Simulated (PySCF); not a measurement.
Isomers of C6H14OP2, mass 164.052 u with the commonest isotopes. Computed with PBE0/pcSseg-1 in PySCF (dipole) on a GFN2-xTB geometry, gas phase. One conformer each, none proved a minimum here; rigid rotors.

Question: Order these by rotational constant A, largest first.
A. `[CH3:1][O:2][CH2:3][CH2:4][P:5]([PH2:6])[CH:7]1[CH2:8][CH2:9]1` with C1–O2–C3–C4 -175°, O2–C3–C4–P5 45°, C3–C4–P5–P6 166°, C4–P5–P6–H -74° and -165°, C4–P5–C7–C8 -132°
B. `[CH3:1][P@@H:2](=[O:3])[CH2:4][PH:5][CH:6]1[CH2:7][CH2:8][CH2:9]1` with C1–P2–C4–P5 -56°, P2–C4–P5–C6 -79°, C4–P5–C6–C7 -164°, P5–C6–C7–C8 135°, C6–C7–C8–C9 -12°, C7–C8–C9–C6 12°, P5–C6–C9–C8 -132°
C. `[CH3:1][O:2][CH2:3][P:4]1[CH2:5][CH2:6][PH:7][CH2:8][CH2:9]1` with C1–O2–C3–P4 180°, O2–C3–P4–C5 -49°, C3–P4–C5–C6 166°, P4–C5–C6–P7 -68°, C5–C6–P7–C8 52°, C6–P7–C8–C9 -52°

Answer: B (2222 MHz), C (2088 MHz), A (1747 MHz).

Question: Order these by out-of-plane moment Σ m c² = (Ia + Ib − Ic)/2, largest first.
A. `[CH3:1][P@@H:2](=[O:3])[CH2:4][PH:5][CH:6]1[CH2:7][CH2:8][CH2:9]1` with C1–P2–C4–P5 -56°, P2–C4–P5–C6 -79°, C4–P5–C6–C7 -164°, P5–C6–C7–C8 135°, C6–C7–C8–C9 -12°, C7–C8–C9–C6 12°, P5–C6–C9–C8 -132°
B. `[CH3:1][O:2][CH2:3][CH2:4][P:5]([PH2:6])[CH:7]1[CH2:8][CH2:9]1` with C1–O2–C3–C4 -175°, O2–C3–C4–P5 45°, C3–C4–P5–P6 166°, C4–P5–P6–H -74° and -165°, C4–P5–C7–C8 -132°
C. `[CH3:1][O:2][CH2:3][P:4]1[CH2:5][CH2:6][PH:7][CH2:8][CH2:9]1` with C1–O2–C3–P4 180°, O2–C3–P4–C5 -49°, C3–P4–C5–C6 166°, P4–C5–C6–P7 -68°, C5–C6–P7–C8 52°, C6–P7–C8–C9 -52°

Answer: C (114.56 u·Å²), A (78.51 u·Å²), B (60.97 u·Å²).

Question: Order these by dipole moment, smallest first.
A. `[CH3:1][O:2][CH2:3][P:4]1[CH2:5][CH2:6][PH:7][CH2:8][CH2:9]1` with C1–O2–C3–P4 180°, O2–C3–P4–C5 -49°, C3–P4–C5–C6 166°, P4–C5–C6–P7 -68°, C5–C6–P7–C8 52°, C6–P7–C8–C9 -52°
B. `[CH3:1][P@@H:2](=[O:3])[CH2:4][PH:5][CH:6]1[CH2:7][CH2:8][CH2:9]1` with C1–P2–C4–P5 -56°, P2–C4–P5–C6 -79°, C4–P5–C6–C7 -164°, P5–C6–C7–C8 135°, C6–C7–C8–C9 -12°, C7–C8–C9–C6 12°, P5–C6–C9–C8 -132°
C. `[CH3:1][O:2][CH2:3][CH2:4][P:5]([PH2:6])[CH:7]1[CH2:8][CH2:9]1` with C1–O2–C3–C4 -175°, O2–C3–C4–P5 45°, C3–C4–P5–P6 166°, C4–P5–P6–H -74° and -165°, C4–P5–C7–C8 -132°

Answer: C (2.16 D), A (2.80 D), B (2.92 D).

| SMILES | point group | Ia (u·Å²) | Ib (u·Å²) | Ic (u·Å²) | κ | μa (D) | μb (D) | μc (D) |
| --- | --- | --- | --- | --- | --- | --- | --- | --- |
| COCCP(P)C1CC1 | C1 | 289.28 | 670.46 | 837.80 | -0.74 | 2.11 | 0.10 | 0.45 |
| C[P@@H](=O)CPC1CCC1 | C1 | 227.41 | 766.33 | 836.71 | -0.93 | 0.46 | 2.24 | 1.82 |
| COCP1CCPCC1 | Cs | 241.99 | 769.95 | 782.82 | -0.99 | 2.78 | 0.00 | 0.30 |
